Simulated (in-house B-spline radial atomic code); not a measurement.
A fraction x of an electron is removed from 4p in Rb⁵⁺, starting from [Ar] 3d10 4s2 4p2 and keeping the highest spin. All numbers are computed (scalar-relativistic (X2C) r2SCAN0, spin-polarised, spherical fractional occupations; Fermi nucleus of rms radius 4.2036 fm) with a B-spline radial code for spherical atoms, not measured.

Caution: exact exchange at fractional occupations of open shells leaves self-interaction of up to several eV.

```csv
x,E(x) - E(0) (eV),4p up level (eV)
0,0.0000,-77.421
0.11,8.5946,-78.846
0.17,13.3487,-79.624
0.33,26.2548,-81.702
0.47,37.8206,-83.523
0.5,40.3321,-83.914
0.53,42.8554,-84.304
0.73,59.9768,-86.910
0.84,69.6157,-88.344
0.89,74.0491,-88.995
1,83.9175,-90.429
```

The exact functional would give a straight line between the two integer points. Deviations E(x) - E(0) - x[E(1) - E(0)], in eV: -0.636 at x = 0.11, -0.917 at x = 0.17, -1.438 at x = 0.33, -1.621 at x = 0.47, -1.627 at x = 0.5, -1.621 at x = 0.53, -1.283 at x = 0.73, -0.875 at x = 0.84, -0.637 at x = 0.89.

The curve lies below the straight line by up to 1.627 eV (at x = 0.5): convex, the delocalisation error, to which spherically averaged exact exchange adds.

Task: How well does Slater's transition state (minus the level at half occupation) give the ionisation energy?

Result: It gives 83.914 eV against 83.918 eV from the two total energies; NIST lists 82.90 eV, ground level to ground level. The end point has an open shell averaged over its orbitals, so its exact exchange keeps a self-interaction and this is no true integer point.
